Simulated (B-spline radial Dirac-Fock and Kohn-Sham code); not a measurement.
## The K (1s) hole of calcium ions: width and yield against charge

These are calculated numbers from an atomic code on a B-spline grid; the model is one-electron (LDA, Dirac) transition rates at Dirac-Fock energies. Tabulated ground configurations, configuration averages; single configurations, so decays that open only by mixing (as 1s 2s² with 1s 2p² in Be-like ions) are missing and such tiny yields are far too low.

| ion | configuration | radiative (eV) | non-radiative (eV) | yield |
| --- | --- | --- | --- | --- |
| Ca | [Ar] 4s2 | 0.127 | 0.643 | 0.164 |
| Ca⁺ | [Ar] 4s1 | 0.127 | 0.643 | 0.165 |
| Ca²⁺ | [Ne] 3s2 3p6 | 0.127 | 0.642 | 0.165 |
| Ca³⁺ | [Ne] 3s2 3p5 | 0.126 | 0.636 | 0.165 |
| Ca⁴⁺ | [Ne] 3s2 3p4 | 0.125 | 0.628 | 0.166 |
| Ca⁵⁺ | [Ne] 3s2 3p3 | 0.123 | 0.619 | 0.166 |
| Ca⁶⁺ | [Ne] 3s2 3p2 | 0.121 | 0.608 | 0.167 |
| Ca⁷⁺ | [Ne] 3s2 3p1 | 0.119 | 0.595 | 0.167 |
| Ca⁸⁺ | [Ne] 3s2 | 0.117 | 0.580 | 0.168 |
| Ca¹⁰⁺ | [He] 2s2 2p6 | 0.119 | 0.555 | 0.176 |
| Ca¹¹⁺ | [He] 2s2 2p5 | 0.104 | 0.442 | 0.191 |
| Ca¹²⁺ | [He] 2s2 2p4 | 0.0874 | 0.334 | 0.208 |
| Ca¹³⁺ | [He] 2s2 2p3 | 0.0688 | 0.236 | 0.226 |
| Ca¹⁴⁺ | [He] 2s2 2p2 | 0.0481 | 0.154 | 0.238 |
| Ca¹⁵⁺ | [He] 2s2 2p1 | 0.0251 | 0.0938 | 0.211 |
| Ca¹⁶⁺ | [He] 2s2 | 1.31e-08 | 0.0632 | 2.08e-07 |
